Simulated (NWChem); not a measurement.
Species: CHCl, singlet; SMILES Cl[CH]

```xyz
3

C      0.1500     1.2002     0.0000
Cl    -0.0133    -0.5192     0.0000
H     -0.9189     1.5249     0.0000
```
Atoms are numbered in this order, from 1.

Level: B3LYP/6-31G* (spherical d) (NWChem), optimised geometry, unscaled harmonic frequencies. Low-valent species are run as closed-shell singlets; no triplet was tried in these runs.

```json
[
 {"frequency (cm⁻¹)": "781", "IR intensity (km/mol)": "107.2"},
 {"frequency (cm⁻¹)": "1264", "IR intensity (km/mol)": "7.4"},
 {"frequency (cm⁻¹)": "2892", "IR intensity (km/mol)": "100.3"}
]
```

```json
{
 "zero_point_energy": "7.1 kcal/mol",
 "thermal correction to the enthalpy at 298.15 K (with zero-point energy)": "9.5 kcal/mol",
 "heat capacity Cv": "6.8 cal/(mol K)",
 "entropy at 298.15 K and 1 atm (symmetry number 1)": "56.2 cal/(mol K)",
 "dipole_moment": "1.55 D"
}
```

Rigid rotor and harmonic oscillator.
